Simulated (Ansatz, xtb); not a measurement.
BFH6P2: which of two isomers lies lower

We compare X, `F[BH2-][PH2+]P`, a singlet, with Y, `F[B@@H-](P)[PH3+]`, a singlet. Both are isolated molecules in the gas phase, relaxed with BLYP-D3(BJ)/def2-SVP; the shapes shown needn't be the lowest conformers.

X (Å):

```
atom    x (Å)    y (Å)    z (Å)
   B   0.2570   0.2075   0.8850
   F   1.4335  -0.2531   0.3293
   P  -1.1123   0.7259  -0.6585
   P  -3.0779   1.4953   0.1306
   H   0.2942   1.3217   1.4088
   H  -0.4633  -0.6328   1.4255
   H  -1.5875  -0.2533  -1.5903
   H  -0.8068   1.7559  -1.6064
   H  -3.1542   0.4158   1.0821
   H  -2.4009   2.3502   1.0727
```

Y (Å):

```yaml
atoms:
  - { symbol: B, position_ang: [-2.6024, 1.3002, 0.8462] }
  - { symbol: F, position_ang: [-2.7427, 2.5928, 1.3142] }
  - { symbol: P, position_ang: [-2.2434, 1.1861, -1.1346] }
  - { symbol: P, position_ang: [-0.7962, 0.5119, 1.6781] }
  - { symbol: H, position_ang: [-3.3367, 0.4587, 1.3592] }
  - { symbol: H, position_ang: [-2.3743, -0.2494, -1.2177] }
  - { symbol: H, position_ang: [-3.6278, 1.3971, -1.4755] }
  - { symbol: H, position_ang: [-0.6526, 0.4552, 3.0996] }
  - { symbol: H, position_ang: [0.4990, 1.0145, 1.3373] }
  - { symbol: H, position_ang: [-0.6018, -0.8660, 1.3683] }
```

Question: Estimate E(Y) − E(X) at the level CCSD(T)/def2-SVP + ΔMP2/def2-TZVPP.

Answer: Not settled: CCSD(T)/def2-SVP + ΔMP2/def2-TZVPP gives E(Y) − E(X) = +1.54 kcal/mol, but this leans on the basis-set step: CCSD(T) alone gives −0.72 kcal/mol.

How the difference moves with the method:

```tsv
level	geometry	E(Y) − E(X) (kcal/mol)	departure from the last row (kcal/mol)	job, with rough time for the two
GFN2-xTB	GFN2-xTB	+17.09	+15.55	optimisation, 0.84 s
HF/STO-3G	GFN2-xTB	+9.85	+8.31	single point, 1.2 s
r2SCAN-D4/def2-SVP	GFN2-xTB	+1.38	−0.16	single point, 11 s
BLYP-D3(BJ)/def2-SVP	BLYP-D3(BJ)/def2-SVP	+1.60	+0.06	optimisation, 2.3 min
HF/def2-SVP	BLYP-D3(BJ)/def2-SVP	−0.12	−1.66	part of the CCSD(T) run
MP2/def2-SVP	BLYP-D3(BJ)/def2-SVP	−0.83	−2.37	part of the CCSD(T) run
CCSD(T)/def2-SVP	BLYP-D3(BJ)/def2-SVP	−0.72	−2.26	single point
CCSD(T)/def2-SVP + ΔMP2/def2-TZVPP	BLYP-D3(BJ)/def2-SVP	+1.54		single point, 82 s
```

As drawn, Y has 1 B–P, 1 P–H in place of 1 P–P, 1 B–H.

MP2/def2-SVP, CCSD(T)/def2-SVP put the two in the other order. HF/def2-SVP finds them nearly level. The largest departure from CCSD(T)/def2-SVP + ΔMP2/def2-TZVPP is that of GFN2-xTB, 15.55 kcal/mol. The last row adds to CCSD(T) the change of the MP2 difference between the two basis sets, here +2.26 kcal/mol.

With harmonic frequencies from BLYP-D3(BJ)/def2-SVP (ideal gas, rigid rotor, one conformer each, 298.15 K, 1 atm): on the last row, ΔE + ΔZPE = +0.81, ΔH = +1.01, ΔG = +0.75 kcal/mol.

The correlated steps freeze 12 core orbitals. Mirror images aren't counted in ΔG. Run with Ansatz 0.2.0, xtb 6.7.1; the last row on 1 thread of AMD EPYC (Zen 3) on a shared host.
